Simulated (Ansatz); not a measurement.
`F[CH2][SnH2][SiH3]` and `[SiH3][SnH2][CH2]Cl` differ in one atom or group.

Ansatz, PBE0-D4/def2-TZVP geometries, multiplicity 1. Each molecule was computed in one conformer, which needn't be the lowest.

Elements past krypton have def2 core potentials.

```csv
property,`F[CH2][SnH2][SiH3]`
size of the dipole moment (PBE/def2-TZVPP) / D,1.17
LUMO energy (B3LYP/def2-TZVPP) / eV,-0.40
HOMO energy (PBE/def2-TZVPP) / eV,-6.56
HOMO–LUMO gap (PBE0/def2-TZVPP) / eV,7.57
HOMO energy (ωB97M-V/def2-TZVPP) / eV,-9.83
LUMO energy (ωB97M-V/def2-TZVPP) / eV,1.24
```

Task: Give the same properties after the change, and the shifts. (Best estimate.)

Result: Computed: 
```csv
property,`[SiH3][SnH2][CH2]Cl`,shift
size of the dipole moment (PBE/def2-TZVPP) / D,1.34,0.17
LUMO energy (B3LYP/def2-TZVPP) / eV,-0.63,-0.23
HOMO energy (PBE/def2-TZVPP) / eV,-6.42,0.14
HOMO–LUMO gap (PBE0/def2-TZVPP) / eV,7.22,-0.35
HOMO energy (ωB97M-V/def2-TZVPP) / eV,-9.77,0.06
LUMO energy (ωB97M-V/def2-TZVPP) / eV,1.07,-0.17
```

With PBE0 the HOMO rises by 0.14 eV and the LUMO falls by 0.23 eV, so the gap narrows by about 0.37 eV. PBE moves the HOMO by 0.14 eV and ωB97M-V by 0.06 eV. Dipoles are sizes alone; their direction can turn.

B3LYP here is the variant with VWN-RPA as its local correlation; programs differ in this.
